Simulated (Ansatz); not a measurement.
Consider the formal exchange of groups at the Si–P bond: `[AlH2][SiH2]P` + `[SiH3][GaH2]` → `[AlH2][SiH2][SiH2][GaH2]` + PH₃.

Computed with Ansatz on PBE0-D4/def2-TZVP structures; ΔE is electronic, products minus reactants. CCSD(T)/CBS adds triple-zeta CCSD(T) − MP2 to the extrapolated MP2 energy (def2 sets, frozen cores). This one scheme is used for every species. Functionals use def2-TZVPP. For Ga outer-core shells are correlated without core-valence functions, which leaves a few kJ/mol of doubt a bond. Scalar relativity is left out up to krypton. Each species was taken in one conformer, which may not be the lowest.

`[AlH2][SiH2]P`:

```xyz
9

Al   -1.601   -1.193    0.261
Si    0.494    0.039    0.609
P     0.654    1.701   -0.927
H    -2.967   -0.390    0.154
H    -1.618   -2.776    0.128
H     1.700   -0.838    0.618
H     0.450    0.731    1.932
H     2.049    1.907   -0.751
H     0.839    0.817   -2.024
```

`[SiH3][GaH2]`:

Cartesian coordinates in Å:
```
Si -0.828 0.593 0.187
Ga 1.123 -0.769 -0.225
H -0.805 1.841 -0.627
H -0.977 0.976 1.618
H -2.046 -0.173 -0.206
H 1.668 -0.950 -1.689
H 1.865 -1.518 0.942
```

`[AlH2][SiH2][SiH2][GaH2]`:

Cartesian coordinates in Å:
```
Al -0.132 -2.888 -0.741
Si -0.530 -0.878 0.581
Si 0.518 0.889 -0.570
Ga 0.141 2.868 0.731
H 1.176 -3.754 -0.498
H -1.120 -3.265 -1.926
H 0.059 -0.928 1.952
H -1.972 -0.522 0.724
H -0.072 0.955 -1.938
H 1.962 0.544 -0.719
H -1.159 3.724 0.514
H 1.130 3.254 1.890
```

PH₃:

```xyz
4

P     0.393    0.120   -0.410
H    -0.338    1.123    0.278
H     0.709   -0.578    0.785
H    -0.764   -0.665   -0.654
```

```tsv
level	ΔE (kJ/mol)
r2SCAN-D4	-7.7
B97M-V	-8.0
```

**Question.** What does CCSD(T)/CBS give? (An estimate is asked.)

**Answer.** Computed: -4.0 kJ/mol. The listed levels differ from it by -3.7, -4.0 kJ/mol.

Largest T1 diagnostic among the species: 0.014.

At CCSD(T), def2-SVP lies −5.2 kJ/mol from the extrapolated value and def2-TZVPP −1.8 kJ/mol. In def2-TZVPP, CCSD(T) changes the Hartree–Fock value by −13.2 kJ/mol (the triples alone add −1.9 kJ/mol) and MP2 by −10.7 kJ/mol.
